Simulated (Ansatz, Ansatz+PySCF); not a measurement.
| atom | x (Å) | y (Å) | z (Å) |
| --- | --- | --- | --- |
| Al | 0.0477 | 0.0148 | -0.9880 |
| C | 0.0283 | 0.0401 | 0.9752 |

Basis set: def2-SVP (spherical functions). Left uncorrelated: 6 orbitals. Charge 0, multiplicity 4.

Computed with Ansatz (development build ahead of 0.2.0); each method stands on the lowest determinant of its kind that the runs found.

The atomization energy at this shape (free ground-state atoms in the same class of orbitals less the molecule, no zero-point energy) of quartet AlC:

```csv
method,atomization energy
UHF-CCSD(T),74.99 kcal/mol
UHF-MP2,75.34 kcal/mol
ROHF,65.25 kcal/mol
```

What does UHF give?

62.38 kcal/mol.
